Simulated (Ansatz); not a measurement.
```yaml
crystal:
  periodic: [false, false, false]
  atoms:
    - {symbol: O, position_ang: [-1.536999, 0.644515, 0.432895]}
    - {symbol: Ta, position_ang: [0.019068, 0.085317, -0.123186]}
    - {symbol: O, position_ang: [1.138913, -1.207522, 0.733913]}
    - {symbol: F, position_ang: [-0.766020, -1.489162, -1.656148]}
    - {symbol: S, position_ang: [1.071737, 1.432957, -1.288563]}
    - {symbol: H, position_ang: [-1.847422, 1.288996, 0.710791]}
    - {symbol: H, position_ang: [1.987034, -0.807565, 0.880543]}
basis:
  gaussian: {orbitals: def2-TZVP}
hamiltonian: {xc: {name: RPBE}, dispersion: d3bjatm, pseudopotentials: {relativity: none}}
scf: {lower_state_search: off}
output: {forces: true}
```

```sh
$ ansatz run in.yaml --threads 4 --pin off --events-out ev --progress --plain --max-ram 10444MiB
```

Shortened log:

```
Functional definition: RPBE
  name "RPBE"
  cite "Hammer, Hansen & Nørskov, Phys. Rev. B 59, 7413 (1999) doi:10.1103/PhysRevB.59.7413"
  cite "Perdew, Burke & Ernzerhof, Phys. Rev. Lett. 77, 3865 (1996) doi:10.1103/PhysRevLett.77.3865"
  parameter kappa = 0.804
  parameter beta = 0.06672455060314922
  exchange = rpbe_x(kappa = kappa, mu = beta*pi^2/3)
  correlation = pbe_c(beta = beta)
these checks for a lower state are left out or cut short: stability, starts, cluster_reference, orbital_swaps, neighbouring_geometries, increment
1144 factors; their error is unknown
mean field evaluation 1: about -19219.4174 eV, gradient 1.0e2 eV
mean field evaluation 2: about -18843.9994 eV, gradient 3.7e2 eV
mean field evaluation 4: about -19235.5733 eV, gradient 3.1e1 eV
mean field evaluation 8: about -19236.9779 eV, gradient 1.7e0 eV
mean field evaluation 16: about -19236.9671 eV, gradient 4.6e-3 eV
mean field -19236.96713025 eV, -706.9455027519 hartree, gradient 7.5e-6 eV, S^2 0.000000; 0 other end points of the search recorded, 0 dependent functions left out
the calculation of the forces begins
reference -19236.96716722 eV, -706.9455041107 hartree; 28, 28 occupied and 154, 154 virtual orbitals, 1144 factors
Total energy: -19238.31816546 eV, -706.9951523804 hartree
Atom 0 at    -1.536999     0.644515     0.432895 Å, force     3.400740   -14.570492    -4.389451 eV/Å
Atom 1 at     0.019068     0.085317    -0.123186 Å, force     1.648234    -8.734895    -5.101257 eV/Å
Atom 2 at     1.138913    -1.207522     0.733913 Å, force    -0.694421     0.099202     0.978258 eV/Å
Atom 3 at    -0.766020    -1.489162    -1.656148 Å, force     1.237646     2.738236     2.447151 eV/Å
Atom 4 at     1.071737     1.432957    -1.288563 Å, force     1.999450     2.894038    -1.529452 eV/Å
Atom 5 at    -1.847422     1.288996     0.710791 Å, force    -9.197346    17.531644     7.388511 eV/Å
Atom 6 at     1.987034    -0.807565     0.880543 Å, force     1.605697     0.042267     0.206239 eV/Å
Dipole moment:     0.050894     0.703277     0.964765 e Å
Checks for a lower state left out: stability, starts, cluster_reference, orbital_swaps, neighbouring_geometries, increment
```

Hardware: 4 threads of an Arm Neoverse V2 on a shared host. Wall time 1.1 s, peak host memory 0.21 GiB.
